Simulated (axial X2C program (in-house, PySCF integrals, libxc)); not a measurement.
# Spin–orbit effects down a group: molecules with Be (ions), CCSD

Computed with an in-house all-electron X2C program for linear molecules (integrals from PySCF), spin-free (one-electron X2C) or two-component (2c: spin–orbit coupling with atomic mean-field Coulomb and Gaunt terms, which also bring small scalar terms), in Dyall basis sets with cores contracted in-house; open shells are unrestricted.

Basis sets: Be dyall-av3z, O dyall-av3z, S dyall-av3z, Se dyall-acv3z. Frozen shells (counts by l): BeO⁻ O 1s, Be 1s, 9 electrons correlated; BeS⁻ S 2s1p, Be 1s, 9 electrons correlated; BeSe⁻ Se 3s2p1d, Be 1s, 9 electrons correlated. Coupled cluster in natural virtuals with an MP2 remainder. Where the outer core of a metal is frozen, bonds come out longer and ionisation energies lower.

| molecule | spin-free state | Re (Å) | ωe (cm⁻¹) | De (eV) | 2c state | Re 2c (Å) | ωe 2c (cm⁻¹) | De 2c (eV) |
| --- | --- | --- | --- | --- | --- | --- | --- | --- |
| BeO⁻ | M_S = 1/2, Λ = 0 | 1.366 | 1416.7 | 5.00 | Ω = 1/2 | 1.366 | 1416.4 | 5.00 |
| BeS⁻ | M_S = 1/2, Λ = 0 | 1.814 | 901.6 | 3.33 | Ω = 1/2 | 1.814 | 901.5 | 3.32 |
| BeSe⁻ | M_S = 1/2, Λ = 0 | 1.944 | 760.9 | 2.87 | Ω = 1/2 | 1.945 | 760.1 | 2.78 |

Fragments in 2c: O- + Be, S- + Be, Se- + Be. Each entry is the lowest single determinant of a limited PBE0 search at one distance. De goes to single-determinant-based atoms at the same level (for ions the charge split of lowest energy) and is withheld (n/a) where an atom does not fit its ground term or J level. Main or longest-lived isotopes. One determinant is a doubtful description, or other states lie close, for BeO⁻; these need not be ground states, and all values refer to the states named.
